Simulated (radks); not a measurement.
Results of a calculation; reference values are marked as such.
Dispersion coefficients C6 (hartree bohr^6) between ground-configuration atoms and ions, from the Casimir-Polder integral (3/pi) of alpha_A(iw) alpha_B(iw). Level of theory: scalar-relativistic Kohn-Sham, PBE, spin-unpolarised, spherical densities, finite nucleus; Fermi nuclear charge, rms radius of each element as measured or else 0.836 A^(1/3) + 0.57 fm (a radial shooting solver on a logarithmic mesh with Libxc functionals). Response by self-consistent Sternheimer equations with the Hartree and adiabatic LDA kernel, the relativistic mass of each level held fixed and spin-orbit coupling left out. For heavy and open-shell atoms this level of theory can miss by tens of per cent.

C6,Ag,Cd+,In2+,Sn3+,Sb4+,Te5+,I6+,Xe7+,Cs8+
Ag,384.2,,,,,,,,
Cd+,217.5,128.6,,,,,,,
In2+,145.9,88.45,61.78,,,,,,
Sn3+,106.1,65.45,46.21,34.85,,,,,
Sb4+,81.02,50.65,36.07,27.37,21.61,,,,
Te5+,63.98,40.43,29.00,22.12,17.54,14.28,,,
I6+,51.79,33.03,23.83,18.26,14.53,11.86,9.882,,
Xe7+,42.72,27.46,19.91,15.32,12.23,10.01,8.359,7.084,
Cs8+,35.78,23.16,16.87,13.02,10.42,8.555,7.157,6.077,5.222

Static polarisabilities (bohr^3): Ag ([Kr] 4d10 5s1) 48.34, Cd+ ([Kr] 4d10 5s1) 21.54, In2+ ([Kr] 4d10 5s1) 12.76, Sn3+ ([Kr] 4d10 5s1) 8.546, Sb4+ ([Kr] 4d10 5s1) 6.139, Te5+ ([Kr] 4d10 5s1) 4.619, I6+ ([Kr] 4d10 5s1) 3.592, Xe7+ ([Kr] 4d10 5s1) 2.864, Cs8+ ([Kr] 4d10 5s1) 2.329. The combination rule 2 Ca Cb / ((alpha_b/alpha_a) Ca + (alpha_a/alpha_b) Cb) gives 12.70 for Cs8+-Sn3+, against 13.02 from the integral.
